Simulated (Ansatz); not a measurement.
CH3NOSi, SMILES `O=C1N[SiH2]1`: the same geometry under several functionals.

```yaml
crystal:
  periodic: [false, false, false]
  atoms:
    - {symbol: O, position_ang: [-1.110295, -1.979368, 0.119265]}
    - {symbol: C, position_ang: [-0.528431, -0.938820, 0.044467]}
    - {symbol: N, position_ang: [0.528862, -0.345489, 0.652053]}
    - {symbol: Si, position_ang: [-0.071785, 0.781136, -0.531912]}
    - {symbol: H, position_ang: [1.136140, -0.681917, 1.389100]}
    - {symbol: H, position_ang: [-0.695742, 2.027291, -0.023465]}
    - {symbol: H, position_ang: [0.802551, 1.069266, -1.695208]}
basis:
  gaussian: {orbitals: def2-TZVPP}
hamiltonian: {xc: lda}
output: {orbitals: {seedname: orbitals}}
```

```sh
$ ansatz run in.yaml --threads 2 --pin off --events-out ev --progress --plain --max-ram 4352MiB
```

Shortened log:

```
Functional definition: SPW92
951 factors; their error is unknown
mean field evaluation 1: about -12423.0299 eV, gradient 7.4e1 eV
mean field evaluation 2: about -12355.1870 eV, gradient 1.8e2 eV
mean field evaluation 4: about -12431.3014 eV, gradient 3.9e1 eV
mean field evaluation 8: about -12433.9542 eV, gradient 4.0e-1 eV
mean field evaluation 16: about -12433.9360 eV, gradient 4.5e-5 eV
mean field -12433.93599531 eV, -456.9387198031 hartree, gradient 4.5e-5 eV, S^2 0.000000; 0 other end points of the search recorded, 0 dependent functions left out
reference -12433.93602916 eV, -456.9387210472 hartree; 19, 19 occupied and 158, 158 virtual orbitals, 951 factors
Total energy: -12433.93602916 eV, -456.9387210472 hartree
```

It took 0.85 s on 2 threads of an Arm Neoverse V2 on a shared host, with 0.17 GiB of host memory at the peak.

Changing it to `hamiltonian: {xc: {name: wB97X-V}}` (abridged; 6 s):

```
Functional definition: wB97X-V
mean field evaluation 16: about -12498.8337 eV, gradient 4.3e-5 eV
mean field -12498.83371259 eV, -459.3236669240 hartree, gradient 4.3e-5 eV, S^2 0.000000
Total energy: -12498.83371081 eV, -459.3236668583 hartree
```

The same input with `hamiltonian: {xc: {name: B2PLYP}}` (abridged; 3.4 s):

```
Functional definition: B2PLYP
mean field evaluation 16: about -12488.6707 eV, gradient 2.5e-4 eV
mean field -12488.67073149 eV, -458.9501842572 hartree, gradient 4.7e-6 eV, S^2 0.000000
8 core orbitals not correlated: weight in the atoms' cores, before any rotation towards them, 1.000 or more for the frozen orbitals, at most 0.000 for the correlated occupied ones
second order -23.61614023 eV of doubles, -0.00000000 eV of singles
Total energy: -12495.04723751 eV, -459.1845165313 hartree
```

The same input with `hamiltonian: {xc: pbe0, dispersion: d4}` (abridged; 1.6 s):

```
Functional definition: PBE0
mean field -12493.21027685 eV, -459.1170094720 hartree, gradient 8.8e-5 eV, S^2 0.000000
Total energy: -12493.31593155 eV, -459.1208922107 hartree
```

With the line `hamiltonian: {xc: {name: CAM-B3LYP}, dispersion: d4}` (abridged; 2.4 s):

```
Functional definition: CAM-B3LYP
mean field evaluation 16: about -12499.9241 eV, gradient 4.4e-5 eV
mean field -12499.92414859 eV, -459.3637397077 hartree, gradient 4.4e-5 eV, S^2 0.000000
Total energy: -12500.03045784 eV, -459.3676465007 hartree
```

The same input with `hamiltonian: {xc: {name: LC-wPBE}}` (abridged; 1.9 s):

```
Functional definition: LC-wPBE
mean field evaluation 16: about -12496.0970 eV, gradient 4.0e-5 eV
mean field -12496.09698474 eV, -459.2230940304 hartree, gradient 4.0e-5 eV, S^2 0.000000
Total energy: -12496.09698475 eV, -459.2230940307 hartree
```
